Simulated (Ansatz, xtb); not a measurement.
**Relative energy of two structures of H5InO2Si**

We compare a, a singlet given by its coordinates, with b, a singlet given by its coordinates. Both are isolated molecules in the gas phase, relaxed with PBE0-D3(BJ)/def2-SVP.

a (Å):

```xyz
9

In   -0.4299    0.0906    1.1363
O    -1.3693   -2.1321    1.0347
O    -2.0109   -0.0405   -0.2405
Si   -2.5451   -1.5578   -0.1044
H    -1.5733   -2.8179    1.6789
H     1.0939   -0.0290    0.3568
H    -0.9607    0.6650    2.6673
H    -3.8854   -1.7569    0.5289
H    -2.4556   -2.3886   -1.3393
```

Close contacts (Å): In1–O2 2.42, In1–O3 2.10, In1–Si4 2.95, O2–Si4 1.73, O3–Si4 1.61, In1–H6 1.72, In1–H7 1.72, O2–H5 0.96, Si4–H8 1.50, Si4–H9 1.49.

b (Å):

```xyz
9

In    1.3713    2.1850    1.0530
O     1.6558    0.0344    0.2508
O    -0.3459    1.1926    0.1196
Si    0.1420   -0.5758   -0.4618
H     2.3613   -0.6192    0.1956
H    -1.2583    1.4437   -0.0540
H     0.8601   -1.8963   -0.7885
H    -0.2739   -0.2163   -1.8596
H    -0.9575   -1.1444    0.3889
```

Close contacts (Å): In1–O2 2.31, In1–O3 2.19, O2–Si4 1.78, O3–Si4 1.92, O2–H5 0.96, O3–H6 0.96, Si4–H7 1.54, Si4–H8 1.50, Si4–H9 1.50.

Energies in hartree; the thermal terms are from PBE0-D3(BJ)/def2-SVP harmonic frequencies (ideal gas, rigid rotor, one conformer each, 298.15 K, 1 atm) and include the zero-point energy:

```
                              a           b
E, CCSD(T)/def2-SVP  −631.267590  −631.270027
    E, MP2/def2-SVP  −631.217538  −631.215483
  E, MP2/def2-TZVPP  −631.860990  −631.859574
  zero-point energy     0.048095     0.054215
       H(298 K) − E     0.055974     0.061981
       G(298 K) − E     0.016503     0.022450
```

Task: Correct the CCSD(T) difference for the basis set by the MP2 change, then work out ΔE, ΔE₀, ΔH and ΔG for a → b in kJ/mol (1 Eh = 2625.50 kJ/mol) and the equilibrium ratio [b]/[a].

Result: 1. Differences b − a: CCSD(T) −0.002437, MP2 in the small set +0.002055, MP2 in the large set +0.001416 Eh.
2. ΔE = −0.002437 + (+0.001416 − (+0.002055)) = −0.003076 Eh = −8.08 kJ/mol.
3. ΔE₀ = ΔE + ΔZPE = −0.003076 + (+0.006120) Eh = +7.99 kJ/mol.
4. ΔH = ΔE + (+0.006007) Eh = +7.70 kJ/mol.
5. ΔG = ΔE + (+0.005947) Eh = +7.54 kJ/mol, so ΔS = (ΔH − ΔG)/T = +0.5 J/(mol K).
6. kT = 0.9442 mEh, so K = [b]/[a] = exp(−ΔG/kT) = exp(−3.04) ≈ 0.048.

Structure a is favoured at this temperature, against the order of the electronic energies. An error of 4 kJ/mol in ΔG would change K by a factor of 5. HF/STO-3G, HF/def2-SVP, MP2/def2-SVP gave ΔE the other sign. Mirror images and further conformers aren't counted.

Other levels gave ΔE = −95.5 (GFN2-xTB); +214.0 (HF/STO-3G, GFN2-xTB geometries); −7.8 (r2SCAN-D4/def2-SVP, GFN2-xTB geometries); −25.8 (PBE0-D3(BJ)/def2-SVP); +6.6 (HF/def2-SVP); +5.4 (MP2/def2-SVP); −6.4 (CCSD(T)/def2-SVP) kJ/mol. The correlated steps freeze 11 core orbitals; the filled d shell of In is correlated, in a basis made for valence electrons. Atoms past krypton carry core potentials in the def2 sets, without spin–orbit terms. Programs: Ansatz 0.2.0, xtb 6.7.1.
